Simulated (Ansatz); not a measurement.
Energy profile

The step: SiHCl₃ ([Cl][SiH]([Cl])[Cl]) + H₂O → SiHCl₃O ([OH][Si]([Cl])([Cl])[Cl]) + H₂; bonds formed: Si1–O7, H2–H6; bonds broken: Si1–H2, H6–O7 (atoms numbered as in the saddle structure below).

| atom | x (Å) | y (Å) | z (Å) |
| --- | --- | --- | --- |
| Si1 | -0.3293 | 0.2297 | -0.3436 |
| H2 | -0.3932 | 0.7527 | 1.2455 |
| Cl3 | 0.1035 | -0.8335 | -2.0972 |
| Cl4 | -2.3702 | 0.1189 | -0.3675 |
| Cl5 | 0.5485 | 2.0190 | -0.8336 |
| H6 | 0.3520 | -0.0845 | 1.3651 |
| O7 | 0.6125 | -0.9323 | 0.6538 |
| H8 | 1.4762 | -1.2700 | 0.3774 |

Electronic energies by CCSD(T) at an estimated basis limit (MP2 extrapolated from triple and quadruple zeta, plus CCSD(T) − MP2 in triple zeta), on PBE0-D4/def2-TZVP structures; SiH3Cl3O, closed shell; no counterpoise correction. Ansatz 0.2.0; basis: def2-TZVPP and def2-QZVPP; cores frozen in the correlated methods. Extrapolation: Hartree–Fock as exp(−7.88 √X), correlation as X^−2.97.

Q: Give the profile in kJ/mol, counted from the separated reactants. (To be estimated.)

A: Computed:
```json
{"point": "separated: SiHCl3 (linked as [Cl][SiH]([Cl])[Cl]; Si1, H2, Cl3, Cl4, Cl5; singlet) + H2O (H6, O7, H8; singlet)", "kJ/mol": "0.0"}
{"point": "start structure", "kJ/mol": "-13.2"}
{"point": "saddle", "kJ/mol": "154.8"}
{"point": "end structure", "kJ/mol": "-86.2"}
{"point": "separated: SiHCl3O (linked as [OH][Si]([Cl])([Cl])[Cl]; Si1, Cl3, Cl4, Cl5, O7, H8; singlet) + H2 (H2, H6; singlet)", "kJ/mol": "-84.0"}
```

No T1 diagnostic of these runs exceeds 0.011.

For scale, one of the runs: CCSD(T)/def2-TZVPP, 241 basis functions, launched by `ansatz run in.yaml --threads 8 --pin off --events-out ev --progress --plain --max-ram 19148MiB`. The run took 48 s on 8 CPU threads of an AMD EPYC 7B13 (shared host), with 4.3 GiB of host memory at its peak.
